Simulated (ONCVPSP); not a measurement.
# tin (Sn), ONCV: configuration errors across variants

| Quantity | Value |
| --- | --- |
| Element | tin |
| Generator | ONCVPSP 4.0.1 |
| Type | optimised norm-conserving Vanderbilt (ONCV) |
| Functional | LDA (Perdew-Zunger) |
| Relativity | scalar-relativistic |
| Frozen core | [Ar] 3d10 |
| Valence charge | 22 |
| Reference configuration | 4s2 4p6 4d10 5s2 5p2 |
| Partial waves | 4s+5s: rc 1.30 bohr, ncon 3, nbas 6, qcut 8.1 1/bohr, 2 projectors; 4p+5p: rc 1.65 bohr, ncon 4, nbas 9, qcut 8.6 1/bohr, 2 projectors; 4d: rc 1.55 bohr, ncon 4, nbas 9, qcut 9.4 1/bohr, 2 projectors, debl 2.2 Ha |
| Local potential | polynomial inside 1.10 bohr (lpopt 5, dvloc0 2 Ha) |
| Core correction | Teter function, fcfact 4.25, rcfact 1.5 |

All-electron excitation energies from the reference (eV): (1) 4s2 4p6 4d10 5s2 5p1 7.098; (2) 4s2 4p6 4d10 5s2 5p0 21.362; (3) 4s2 4p6 4d10 5s1 5p0 52.813; (4) 4s2 4p6 4d10 5s0 5p4 14.400.

2 further variants failed, have other tests or another functional or relativity, and are left out.

A true bound ghost makes a file unfit for plane-wave use even where its test errors are small: the radial tests pick states by their node count and pass the ghost by.

Errors AE − PS in meV (a dash: test not solved or not reliable):

| change | (1) | (2) | (3) | (4) | bound ghosts | GHOST(+) flags above zero |
| --- | --- | --- | --- | --- | --- | --- |
| base | -1.5 | -5.0 | -14 | -3.6 | none | none |
| d: qcut 12.4 | -1.5 | -4.9 | -13 | -3.5 | none | none |
| s: ncon 5, nbas 8 | -1.5 | -5.2 | -13 | -1.3 | none | s |
| core correction Teter function, fcfact 3.1, rcfact 1.5 | -1.5 | -5.0 | -14 | -3.5 | none | none |
| s: nproj 3 | -1.5 | -5.0 | -14 | -3.7 | none | s |
| core correction Teter function, fcfact 4.25, rcfact 1.9 | -1.5 | -5.1 | -15 | -4.1 | none | none |
| local potential polynomial inside 0.85 bohr (lpopt 5, dvloc0 1 Ha) | -1.5 | -5.0 | -14 | -3.6 | none | s |
| p: rc 1.92 | -0.7 | -3.9 | -14 | -4.7 | p | none |
| d: rc 1.8 | -1.5 | -5.1 | -15 | -3.8 | none | none |
| s: qcut 8.2; p: qcut 8.7; d: qcut 9.5 | -1.5 | -5.0 | -14 | -3.5 | none | none |

Problem. Give the same row for: core correction Teter function, fcfact 2, rcfact 1.25.

Solution. -1.5, -5.0, -14, -3.2; bound ghosts: none; GHOST(+) flags above zero: none.
